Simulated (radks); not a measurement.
Results of a calculation; reference values are marked as such.
Question: Te IV, 49 electrons, occupied as [Kr] 4d9 5s2 5p1 6s1 (not the ground configuration). Code: a radial shooting solver on a logarithmic mesh with Libxc functionals. Model: Dirac Kohn-Sham, PBE, spin-unpolarised, spherical densities, point nucleus; open shells fill j = l - 1/2 first. Some entries of the table are withheld. Estimate them.

orbital  occ.  eigenvalue (hartree)  <r^2> (bohr^2)  r(max) (bohr)
1s1/2       2             -1163.219        0.001048        0.01793
2s1/2       2             -179.7573         0.01688         0.1015
2p1/2       2             -168.5201             (1)        0.07795
2p3/2       4             -158.4327             (2)        0.08265
3s1/2       2                   (3)          0.1185         0.2928
3p1/2       2             -32.49023          0.1132         0.2792
3p3/2       4             -30.60894          0.1215         0.2897
3d3/2       4             -22.46890          0.1028         0.2360
3d5/2       6             -22.07536          0.1052         0.2391
4s1/2       2              -7.63954          0.6530         0.6998
4p1/2       2              -6.04315          0.7197         0.7194
4p3/2       4              -5.67931          0.7699         0.7433
4d3/2       4              -3.11439           1.022         0.7979
4d5/2       5              -3.05734           1.045         0.8063
5s1/2       2              -1.79431           3.777          1.672
5p1/2       1              -1.38526           4.777          1.850
5p3/2       0              -1.33201           5.082          1.910
6s1/2       1              -0.70617           16.73          3.737

Answer: 
(1) 2p1/2 <r^2> (bohr^2): 0.01250
(2) 2p3/2 <r^2> (bohr^2): 0.01379
(3) 3s1/2 eigenvalue (hartree): -37.10823
